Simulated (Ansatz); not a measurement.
Process, species as SMILES: [AsH3] (AsH3) -> [AsH2-] + H+

Property: gas-phase deprotonation energy (enthalpy at 298 K), in kcal/mol. Terms: non-relativistic; valence correlation only (noble-gas shells and the d and f shells of earlier blocks); LANL2DZ with its own core potentials from Na on; no spin-orbit coupling; 6-31G* and kin with 6d, 5d where marked. Ab initio and DFT rows: single points at B3LYP-D3(BJ) geometries (Ansatz, a program for electronic structure), with unscaled harmonic terms from B3LYP/6-31G* (LANL2DZ past Ar) (Ansatz) at its own minima. Anions need diffuse functions, which STO-3G, LANL2DZ, def2-SVP, cc-pVDZ and Pople sets without + lack.

| level | program | gas-phase deprotonation energy (enthalpy at 298 K) (kcal/mol) |
|---|---|---|
| MP2/STO-3G | Ansatz | 493.1 |
| MP2/3-21G | Ansatz | 370.0 |
| MP2/LANL2DZ | Ansatz | 370.1 |
| MP2/6-31G* | Ansatz | 364.4 |
| MP2/6-31G* with LANL2DZ past Ar | Ansatz | 368.7 |

No value to compare with is used here. The 5 habitual levels span 364.4 (MP2/6-31G*) to 493.1 kcal/mol (MP2/STO-3G).

The sets are all those run for this method; left out are runs that failed, that the program found above a lower state of the same kind, or whose <S^2> lies over 0.5 above the pure value.
